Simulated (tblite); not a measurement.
Here is a computed GFN2-xTB geometry (Å):
```
Si
C   1  1.9089
Si  2  1.9093  1  112.46
C   2  1.5308  1  112.89  3   125.09
C   4  1.5190  2  112.39  1    63.87
S   5  1.8269  4  112.35  2   179.18
H   1  1.4622  2  109.37  3    41.99
H   1  1.4668  2  110.84  3   161.12
H   1  1.4631  2  109.03  3   -78.44
H   2  1.0964  1  107.18  3  -116.83
H   3  1.4669  2  108.72  1  -176.64
H   3  1.4619  2  109.36  1   -57.43
H   3  1.4630  2  109.86  1    64.03
H   4  1.0960  2  109.78  1  -175.43
H   4  1.0927  2  109.93  1   -57.73
H   5  1.0890  4  111.23  2   -64.01
H   5  1.0911  4  111.46  2    57.89
H   6  1.3324  5   96.18  4   -58.54
```
Z-matrix in Å and degrees, rows numbered from 1.

Neutral, closed shell.

(1) Which heavy atoms are bonded, and with what formal order?

(2) Which species is it?

(3) Name the point group.

(4) Describe the place of each heavy atom.

(5) What is the arrangement about C2?

(6) What is the arrangement about C4?

Results:

(1) Si1–C2 (single); C2–Si3 (single); C2–C4 (single); C4–C5 (single); C5–S6 (single). Hydrogens: H7, H8, H9 on Si1; H10 on C2; H11, H12, H13 on Si3; H14, H15 on C4; H16, H17 on C5; H18 on S6.

(2) `[SiH3]C([SiH3])CCS`, C3H12SSi2. Among its features: thiol, Si–H bond and C–Si bond.

(3) C1 (no symmetry element, even within 0.4 Å).

(4) Si1/Si3: SiH3 silicon; C2: sp3 carbon bound to silicon; C4: chain CH2 carbon; C5: sp3 carbon bound to sulfur; S6: thiol sulfur.

(5) It has 4 neighbours (Si1, Si3, C4, H10) and is tetrahedral (angles from 106.6° to 112.9°).

(6) It has 4 neighbours (C2, C5, H14, H15) and is tetrahedral (angles from 107.2° to 112.4°).
